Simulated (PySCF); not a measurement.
Job file and geometry (Å, from GFN2-xTB) of a spin–spin coupling run on SMILES C([C@H](C#C)Br)=C, C5H5Br, B3LYP/pcJ-1 Br:pcSseg-1 indirect spin-spin coupling, non-relativistic, gas phase in PySCF; density fitting, a coarse starting grid and PySCF grid level 2 are the driver's defaults:

```
$ OMP_NUM_THREADS=1 python probes_run.py task.json out

{"job": {"kind": "j", "xc": "B3LYP", "basis": "pcJ-1"}, "charge": 0, "multiplicity": 1}
C      2.612635     0.460064    -0.298270
C      1.521220     0.243265     0.144029
C      0.216318    -0.068200     0.661794
Br     0.369602    -1.716578     1.824541
C     -0.771963    -0.350659    -0.416477
C     -1.966036     0.210636    -0.466321
H      3.564158     0.677230    -0.682514
H     -0.132978     0.705873     1.349047
H     -0.449901    -1.063669    -1.162936
H     -2.296596     0.917354     0.277741
H     -2.661035    -0.012644    -1.256597
```

Question: What does the program print?

Answer: 
```
coarse grid: 45592 points
cycle   1  E = -2767.3140675724  dE = -5.397e-01  |g| = 8.272e-01  |ddm| = 3.150e+00
cycle   2  E = -2767.2993646862  dE =  1.470e-02  |g| = 6.199e-01  |ddm| = 8.292e-01
cycle   3  E = -2767.3448900683  dE = -4.553e-02  |g| = 3.122e-01  |ddm| = 6.062e-01
cycle   4  E = -2767.3652720702  dE = -2.038e-02  |g| = 1.297e-01  |ddm| = 2.874e-01
cycle   5  E = -2767.3691946835  dE = -3.923e-03  |g| = 1.862e-02  |ddm| = 9.646e-02
cycle   6  E = -2767.3692664959  dE = -7.181e-05  |g| = 8.008e-03  |ddm| = 2.208e-02
cycle   7  E = -2767.3692823047  dE = -1.581e-05  |g| = 1.477e-03  |ddm| = 6.681e-03
cycle   8  E = -2767.3692828383  dE = -5.336e-07  |g| = 3.942e-04  |ddm| = 1.913e-03
final grid: 95976 points
cycle   9  E = -2767.3693009226  dE = -2.871e-08  |g| = 4.251e-04  |ddm| = 2.095e-03
cycle  10  E = -2767.3693008992  dE =  2.340e-08  |g| = 5.317e-04  |ddm| = 8.428e-04
cycle  11  E = -2767.3693009494  dE = -5.018e-08  |g| = 1.705e-04  |ddm| = 4.798e-04
cycle  12  E = -2767.3693009562  dE = -6.862e-09  |g| = 1.785e-05  |ddm| = 1.114e-04
cycle  13  E = -2767.3693009563  dE = -7.549e-11  |g| = 5.335e-06  |ddm| = 1.919e-05
converged SCF energy = -2767.3693009563

Indirect spin-spin couplings (Hz)
  i      j    bonds     total        FC       PSO       DSO        SD
  0 C    1 C    1    205.373   197.059     8.176     0.138         -
  0 C    2 C    2     14.178    14.388    -0.119    -0.091         -
  0 C    4 C    3      2.041     2.081    -0.001    -0.039         -
  0 C    5 C    4      0.387     0.462    -0.014    -0.061         -
  0 C    6 H    1    267.619   268.575    -1.415     0.459         -
  0 C    7 H    3      4.666     4.185     0.841    -0.360         -
  0 C   10 H    5      0.235     0.259     0.204    -0.229         -
  1 C    2 C    1     87.029    88.998    -2.298     0.329         -
  1 C    4 C    2     -3.099    -3.099    -0.075     0.075         -
  1 C    5 C    3      4.999     4.884     0.152    -0.037         -
  1 C    6 H    2     52.364    47.508     5.985    -1.128         -
  1 C    7 H    2     -7.076    -7.069    -0.103     0.096         -
  1 C    8 H    3      3.602     3.435    -0.055     0.222         -
  1 C    9 H    4     -0.982    -1.049     0.173    -0.106         -
  1 C   10 H    4     -0.213    -0.265     0.280    -0.228         -
  2 C    4 C    1     47.751    49.285    -1.857     0.323         -
  2 C    5 C    2      3.437     3.444    -0.023     0.016         -
  2 C    6 H    3      3.645     3.635     0.389    -0.379         -
  2 C    7 H    1    167.494   166.288    -0.210     1.416         -
  2 C    8 H    2      3.660     3.727    -0.130     0.063         -
  2 C    9 H    3     10.792    10.725    -0.149     0.215         -
  2 C   10 H    3     17.606    17.570     0.382    -0.346         -
  4 C    5 C    1     78.609    88.332    -9.901     0.177         -
  4 C    6 H    4     -1.950    -1.930     0.201    -0.221         -
  4 C    7 H    2     -3.450    -3.264    -0.222     0.035         -
  4 C    8 H    1    173.751   172.738    -0.005     1.019         -
  4 C    9 H    2     -2.720    -0.905    -1.386    -0.429         -
  4 C   10 H    2      0.497     2.241    -1.291    -0.453         -
  5 C    7 H    3      6.097     6.241    -0.281     0.137         -
  5 C    8 H    2      1.889     3.456    -1.086    -0.480         -
  5 C    9 H    1    162.512   161.535     0.336     0.641         -
  5 C   10 H    1    167.496   166.581     0.328     0.587         -
  6 H    7 H    4     -3.246    -3.353     1.501    -1.393         -
  7 H    8 H    3     11.741    11.529     2.703    -2.491         -
  7 H   10 H    4     -0.168    -0.256     1.512    -1.425         -
  8 H    9 H    3     17.875    18.186     2.785    -3.096         -
  8 H   10 H    3     11.486    11.695     0.283    -0.493         -
  9 H   10 H    2     -0.511    -0.856     3.799    -3.455         -
```

Size and cost of the density-fitted run: 226 basis functions, 59 s wall time on 1 thread of an Arm Neoverse N1, shared host; peak memory 0.97 GiB.
